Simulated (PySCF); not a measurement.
Species: CH6NSi, charge -1, multiplicity 1. It need not be the lowest isomer of its formula. Whether it binds its extra electron was not tested at this geometry. 
Structure (B3LYP-D3(BJ)/def2-TZVP (Ansatz) minimum search):
SMILES: [SiH2-]NC
```xyz
9

C     -1.6537     0.1844    -0.0913
N     -0.4216    -0.5052    -0.3929
Si     1.1172     0.1170     0.3938
H     -1.7628     1.1870    -0.5538
H     -1.7121     0.3423     0.9916
H     -2.5417    -0.3978    -0.3888
H     -0.3432    -0.6529    -1.3920
H      2.0565    -0.9228    -0.2535
H      1.5358     1.2355    -0.6191
```
Charge -1, spin multiplicity 1.

Dispersion corrections to the total energy (kcal/mol) from the dftd3 and dftd4 libraries through PySCF: D3(BJ) without and D4 with the three-body term, each with the damping fitted for the functional named.

```csv
functional,D3(BJ),D4
B2PLYP,-2.98,-3.09
B3LYP,___,-7.16
BP86,-5.83,-5.82
PBE0,-3.16,___
r2SCAN,-0.99,-1.08
HSE06,-2.36,___
BHLYP,-5.06,-5.12
```

Q: Some entries are withheld; supply them.

A: 
- B3LYP, D3(BJ): -6.46
- PBE0, D4: -3.71
- HSE06, D4: -3.43
